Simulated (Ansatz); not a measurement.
Molecule: sum formula BN3H6, net charge 0, singlet state. 
Coordinates optimised at B3LYP-D3(BJ)/def2-TZVP (Ansatz, a first-principles code):
```
B
N 1 1.4287
H 2 1.0032 1 123.25
H 2 1.0032 3 113.49 1 180.00
N 1 1.4289 2 120.03 3 6.06
H 5 1.0032 1 123.22 2 3.36
H 5 1.0032 6 113.47 1 175.69
N 1 1.4289 2 120.03 3 -173.94
H 8 1.0032 1 123.22 2 3.36
H 8 1.0032 9 113.47 1 175.69
```

Property: atomisation energy (electronic, to ground-state atoms), in eV. Valence correlation only, unless marked. UHF or UKS for open shells. Spin-orbit coupling is left out. No relativistic terms. The coupled-cluster limit lacks core correlation, which all-electron functionals hold. Basis-set limits of correlation are two-point, X^-3; Hartree-Fock from the larger set. [CCSD(T)-MP2]/basis is that difference in the basis named.

```tsv
level	program	atomisation energy (eV)
wB97X-V/def2-TZVPD	Ansatz	39.42
B2GP-PLYP-D4/def2-TZVPD	Ansatz + dftd4	38.77
SCS-MP2/STO-3G	Ansatz	33.88
SCS-MP2/cc-pVDZ	Ansatz	35.61
RI-MP2/CBS(aug-cc-pVTZ,aug-cc-pVQZ)+[CCSD(T)-MP2]/aug-cc-pVTZ	Ansatz	(withheld)
```

Some entries are withheld; supply them.


- RI-MP2/CBS(aug-cc-pVTZ,aug-cc-pVQZ)+[CCSD(T)-MP2]/aug-cc-pVTZ, atomisation energy (eV): 39.21
